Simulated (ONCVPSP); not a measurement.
## Mn: variants of one ONCV potential

Base potential:

```
Element                 : manganese (Mn)
Generator               : ONCVPSP 4.0.1
Type                    : optimised norm-conserving Vanderbilt (ONCV)
Functional              : LDA (Perdew-Wang 92)
Relativity              : scalar-relativistic
Frozen core             : [Ne]
Valence charge          : 15
Reference configuration : 3s2 3p6 3d5 4s2
Partial waves           : 3s+4s: rc 1.50 bohr, ncon 4, nbas 9, qcut 8.1 1/bohr, 3 projectors, debl 2 Ha; 3p: rc 1.45 bohr, ncon 5, nbas 9, qcut 9.4 1/bohr, 2 projectors, debl 1.9 Ha; 3d: rc 2.00 bohr, ncon 4, nbas 9, qcut 6.2 1/bohr, 2 projectors, debl 1.8 Ha
Local potential         : polynomial inside 0.90 bohr (lpopt 5, dvloc0 0 Ha)
Core correction         : Teter function, fcfact 4.75, rcfact 1.3
```

In the p channel the program set the typed energies aside and used -2.002, 0.250 Ha.

All-electron outer shells of the reference configuration (LDA (PZ), scalar-relativistic, ld1.x):

| shell | level (eV) | outermost node (bohr) | outermost maximum (bohr) |
| --- | --- | --- | --- |
| 2p | -629.78 | – | 0.19 |
| 3s | -85.40 | 0.34 | 0.74 |
| 3p | -54.49 | 0.31 | 0.75 |
| 3d | -7.01 | – | 0.75 |
| 4s | -5.29 | 1.06 | 2.47 |

Cutoffs, loose and tight: the cutoffs (Ha) at which the residual kinetic energy of the hardest occupied pseudo-wave falls to 1 and 0.1 mHa per electron. They do not see the model core or the augmentation charge, which bear on the density cutoff. Test errors are all-electron minus pseudo excitation energies from the reference, over the configurations 3s2 3p6 3d5 4s1; 3s2 3p6 3d5 4s0; 3s2 3p6 3d4 4s0; 3s2 3p6 3d6 4s0. A dash means not determined; rows that change the core or the reference have their own tests.

| change | outcome | cutoff, loose | cutoff, tight | bound ghosts | GHOST(+) flags above zero | largest test error (meV) |
| --- | --- | --- | --- | --- | --- | --- |
| base | generated, projector energies reset by the program | 30 Ha | 72 Ha | none | s | +202 |
| p: rc 1.18 | generated, projector energies reset by the program | 29 Ha | 72 Ha | none | s | +202 |
| p: rc 1.3 | generated, projector energies reset by the program | 30 Ha | 72 Ha | none | s | +202 |
| p: rc 1.52 | generated, projector energies reset by the program | 30 Ha | 72 Ha | none | s | +202 |
| p: rc 1.6 | generated, projector energies reset by the program | 29 Ha | 72 Ha | none | s | +202 |
| p: rc 1.74 | generated, projector energies reset by the program | 28 Ha | 72 Ha | none | s | +202 |

Problem. What comes out with this change to the base: p: rc 1.04?

Solution. outcome: generated, projector energies reset by the program; cutoff, loose: 28 Ha; cutoff, tight: 134 Ha; bound ghosts: none; GHOST(+) flags above zero: s; largest test error (meV): +202.

Problem. What comes out with this change to the base: p: rc 1.92?

Solution. outcome: generated, projector energies reset by the program; cutoff, loose: 26 Ha; cutoff, tight: 72 Ha; bound ghosts: none; GHOST(+) flags above zero: s; largest test error (meV): +201.

Problem. What comes out with this change to the base: p: rc 2.08?

Solution. outcome: generated, projector energies reset by the program; cutoff, loose: 24 Ha; cutoff, tight: 72 Ha; bound ghosts: none; GHOST(+) flags above zero: s; largest test error (meV): +201.

Reading the sweep of the p radius (base included, trends over the rows without a ghost): The loose cutoff stays near 30 Ha. The median size of the test errors (rows with all tests solved) stays near 100.7 meV.
